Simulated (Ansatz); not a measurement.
CH$_{3}$F$_{4}$NW (`C[N]=[W]([F])([F])([F])[F]`), relaxed with RKS PBE-D4/def2-SVP in Ansatz from a rough embedded geometry. The force threshold is 0.03 eV/Å; the program also tests the step.

The species carries charge 0 and has multiplicity 1. W: def2 effective core potential.

Start:

```xyz
10

C     1.814    0.372    0.571
N     0.634    1.255    0.757
W    -0.960   -0.015   -0.253
F    -2.028   -0.453    1.303
F    -2.591   -1.646   -0.823
F    -3.042    0.646   -0.932
F     0.134   -0.608   -2.132
H     1.505   -0.618    1.052
H     1.859    0.264   -0.526
H     2.674    0.805    0.984
```

| step | energy (eV) | largest force (eV/Å) | largest move (Å) |
| --- | --- | --- | --- |
| 1 | -15243.0362 | 5.723 | 0.000 |
| 2 | -15246.7911 | 5.629 | 0.195 |
| 3 | -15249.5285 | 4.648 | 0.196 |
| 4 | -15251.2110 | 1.421 | 0.195 |
| 5 | -15252.1530 | 0.996 | 0.196 |
| 6 | -15252.6246 | 0.671 | 0.199 |
| 7 | -15252.8581 | 0.594 | 0.200 |
| 8 | -15253.0498 | 0.466 | 0.200 |
| 9 | -15253.2194 | 0.472 | 0.195 |
| 10 | -15253.4078 | 0.814 | 0.196 |
| 11 | -15253.5872 | 0.914 | 0.192 |
| 12 | -15253.7111 | 0.194 | 0.200 |
| 13 | -15253.7232 | 0.297 | 0.147 |
| 14 | -15253.7256 | 0.009 | 0.044 |

End:

```xyz
10

C     1.687    0.244    0.523
N     0.342    0.052    0.111
W    -1.289   -0.185   -0.398
F    -2.284   -0.173    1.206
F    -1.508   -2.060   -0.385
F    -1.944    1.561   -0.686
F    -1.168   -0.327   -2.277
H     2.027   -0.611    1.146
H     2.356    0.324   -0.361
H     1.781    1.175    1.121
```

Hardware: 4 threads of an Intel Xeon Platinum 8488C on a shared host. Wall time 25 s, peak host memory 0.23 GiB.
